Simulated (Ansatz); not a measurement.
Geometry optimisation, RKS revPBE-D4/def2-SVP in Ansatz.

Input:

```yaml
crystal:
  periodic: [false, false, false]
  atoms:
    - { symbol: In, position_ang: [-0.765851, -0.200393, -0.154943] }
    - { symbol: Br, position_ang: [-0.050247, 2.238468, -0.729198] }
    - { symbol: O, position_ang: [-0.830982, -1.557972, -1.641075] }
    - { symbol: O, position_ang: [-1.312856, -0.655056, 1.73093] }
    - { symbol: H, position_ang: [2.247027, 1.020261, 0.325654] }
    - { symbol: F, position_ang: [2.397569, 0.167801, 0.633178] }
    - { symbol: H, position_ang: [-0.532992, -1.133222, -2.471009] }
    - { symbol: H, position_ang: [-1.151769, 0.120014, 2.306563] }
basis:
  gaussian: { orbitals: def2-SVP }
hamiltonian:
  xc: revpbe
  dispersion: d4
relax:
  f_tol: 0.03
  max_steps: 50
```

Command:

```bash
$ ansatz run input.yaml --threads 2 --pin off --max-ram 3072MiB --backend cpu --events-out ev --progress --plain --runs-dir out
```

**Question.** Where does it end, and by what steps?

**Answer.** The run converged. After 8 steps the energy has fallen by 0.289 eV; F6 moved furthest, 0.57 Å.

| step | energy less start (eV) | largest force component (eV/Å) | accepted |
| --- | --- | --- | --- |
| 0 | 0.0000 | 1.147 | yes |
| 1 | -0.1176 | 0.239 | yes |
| 2 | -0.2161 | 0.203 | yes |
| 3 | -0.2638 | 0.170 | yes |
| 4 | -0.2607 | 0.440 | no |
| 5 | -0.2823 | 0.122 | yes |
| 6 | -0.2861 | 0.134 | yes |
| 7 | -0.2735 | 0.573 | no |
| 8 | -0.2891 | 0.008 | yes |

```xyz
8
Properties=species:S:1:pos:R:3
In -0.502 -0.235 -0.032
Br 0.095 2.234 -0.586
O -0.588 -1.510 -1.589
O -1.208 -0.607 1.817
H 1.799 0.909 0.097
F 1.920 -0.011 0.368
H -0.342 -1.011 -2.395
H -1.174 0.231 2.321
```

Whether the end is a true minimum wasn't checked by a vibrational analysis.

The run took 9 s on 2 threads of AMD EPYC 9R45 96-Core Processor (Zen 5), on a shared host, peak memory 0.19 GiB.
